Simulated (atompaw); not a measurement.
# Plane-wave convergence, PAW (atompaw) potential for cobalt (Co)

| Quantity | Value |
| --- | --- |
| Element | cobalt |
| Generator | atompaw 4.2.0.5 |
| Type | PAW |
| Functional | PBEsol |
| Relativity | scalar-relativistic |
| Frozen core | [Ne] |
| Valence charge | 17 |
| Reference configuration | 3s2 3p6 3d7 4s2 4p0 |
| Partial waves | 3s (bound): rc 1.05 bohr; 4s (bound): rc 1.35 bohr; 3p (bound): rc 1.15 bohr; 4p (bound, empty): rc 1.95 bohr; 3d (bound): rc 1.95 bohr; 3d channel at 2.15 Ry: rc 1.95 bohr |
| Local potential | bessel scheme, radius 1.65 bohr |
| Core correction | smooth core density matched at 1.65 bohr |
| Augmentation charge | besselshape compensation charge, radius 1.95 bohr; PAW radius 1.95 bohr; waves and projectors: custom rrkj gramschmidtortho |

The pseudo-atom Hamiltonian at the reference potential is diagonalised in spherical Bessel functions j_l(qr) that vanish at 20 bohr, with q² up to the cutoff. All-electron valence levels (Ry): 3s -7.5070, 4s -0.4035, 3p -4.8149, 4p -0.0917, 3d -0.6049.

Problem. How do the lowest levels (Ry) of each channel move with the cutoff, and are there ghosts?

Solution.

| cutoff (Ry) | s #1 | s #2 | p #1 | p #2 | p #3 | d #1 | f #1 | Σ f·Δε (mRy) |
| --- | --- | --- | --- | --- | --- | --- | --- | --- |
| 8 | -6.5890 | -0.2603 | -0.0912 | 0.0486 | 0.1630 | 0.0625 | 0.1124 | 35136.1 |
| 15 | -7.2128 | -0.3119 | -0.3016 | -0.0916 | 0.0485 | -0.4124 | 0.1124 | 29198.9 |
| 25 | -7.4219 | -0.3505 | -3.9864 | -0.0917 | 0.0485 | -0.6027 | 0.1124 | 5263.1 |
| 40 | -7.4991 | -0.3953 | -4.7268 | -0.0917 | 0.0485 | -0.6047 | 0.1124 | 562.6 |
| 50 | -7.5059 | -0.4026 | -4.8021 | -0.0917 | 0.0485 | -0.6048 | 0.1124 | 81.7 |
| 70 | -7.5065 | -0.4032 | -4.8138 | -0.0917 | 0.0485 | -0.6049 | 0.1124 | 8.1 |
| 100 | -7.5068 | -0.4034 | -4.8147 | -0.0917 | 0.0485 | -0.6049 | 0.1124 | 1.9 |
| 140 | -7.5069 | -0.4035 | -4.8149 | -0.0917 | 0.0485 | -0.6049 | 0.1124 | 0.7 |
| 400 | -7.5069 | -0.4035 | -4.8150 | -0.0917 | 0.0485 | -0.6049 | 0.1124 | 0.0 |

Result: no extra level below or beside the all-electron valence levels (s, p, d, f tested); 10 mRy is reached at 70 Ry and 1 mRy at 110 Ry.
